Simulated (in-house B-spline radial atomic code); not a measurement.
Configurations of La³⁺, with energies counted from [Kr] 4d10 5s2 5p6. All numbers are computed (scalar-relativistic (X2C) HSE06, spin-polarised, spherical fractional occupations; Fermi nucleus of rms radius 4.855 fm) with a radial B-spline atomic code at the basis-set limit, not measured. Caution: exact exchange at fractional occupations of open shells leaves self-interaction of up to several eV. Shells without spins written out take the highest spin.

Occupations are held fixed; configurations that lie above the ionisation limit could autoionise.

```
                                 configuration  E - E(ref) (eV)  highest orbital  its <r> (bohr)
                         [Kr] 4d10 4f1 5s2 5p5           21.028            4f up           1.243
                         [Kr] 4d10 5s2 5p5 6s1           25.883            6s up           3.347
                         [Kr] 4d10 5s1 5p6 5f1           55.337            5f up           4.445
                          [Kr] 4d9 5s2 5p6 6p1            120.1            6p up           3.841
[Kr] 4d(5 up, 4 down) 5s2 5p6 5f(0 up, 1 down)            127.2          5f down           4.362
             [Ar] 3d9 4s2 4p6 4d10 5s2 5p6 6s1           856.49            6s up           3.289
             [Ar] 3d9 4s2 4p6 4d10 5s2 5p6 6p1           861.46            6p up           3.823
```

Problem. Order these further configurations by energy, lowest first.
A. [Kr] 4d9 5s2 5p6 5f1
B. [Ar] 3d9 4s2 4p6 4d10 4f1 5s2 5p6
C. [Ar] 3d10 4s2 4p5 4d10 5s2 5p6 6p1
D. [Kr] 4d10 5s(0 up, 1 down) 5p6 6p(0 up, 1 down)
E. [Ar] 3d9 4s2 4p6 4d10 5s2 5p6 6f1

Solution. D (48.275 eV), A (127.16 eV), C (219.95 eV), B (844.79 eV), E (873.22 eV).

Problem. How far above the reference does [Kr] 4d(5 up, 4 down) 4f(1 up, 0 down) 5s2 5p6 lie?

Solution. 104.87 eV; its least bound orbital is 4f up with <r> = 1.092 bohr.

Problem. How far above the reference does [Kr] 4d10 4f(0 up, 1 down) 5s(0 up, 1 down) 5p6 lie?

Solution. 37.599 eV; its least bound orbital is 4f down with <r> = 1.217 bohr.
